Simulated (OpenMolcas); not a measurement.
Ir3+ (d6) among equal point charges was computed by CASSCF with the d shell active (OpenMolcas, ANO-RCC-VDZP on the metal). Its lowest spin-free states, and all those of the highest spin:

```csv
2S+1,Degeneracy,E (cm-1)
5,1,0.0
5,2,1067
5,2,6355
3,2,18152
3,1,18653
3,1,18658
3,2,18701
3,2,18924
3,1,20104
3,2,20179
3,2,20732
3,2,20835
```

Problem. Is the site octahedral, tetrahedral or cube-like, axial, or of lower symmetry?

Solution. The states with 2S+1 = 5 have orbital degeneracies 1, 2, 2. There are pairs but no triples, so the site is axial: not cubic, but with a proper or improper axis of order three or more. The run had Ir3+ among 3 point charges of -1 e arranged as a planar triangle (D3h), 2.2 Å from the ion.

Spin-orbit coupling mixes the spin-free states strongly: the lowest level takes only 51 % from its leading state, 5A1. Without dynamic correlation the repulsion within the d shell is too large (B by tens of per cent), so at a given field states of lower spin stand too high. Point charges give a weaker field than real ligands, and real ions of this kind are as a rule low spin; the high spin found here belongs to the model. Point charges carry no covalency, so the field is a model and not that of real ligands. No measured value stands beside these numbers.
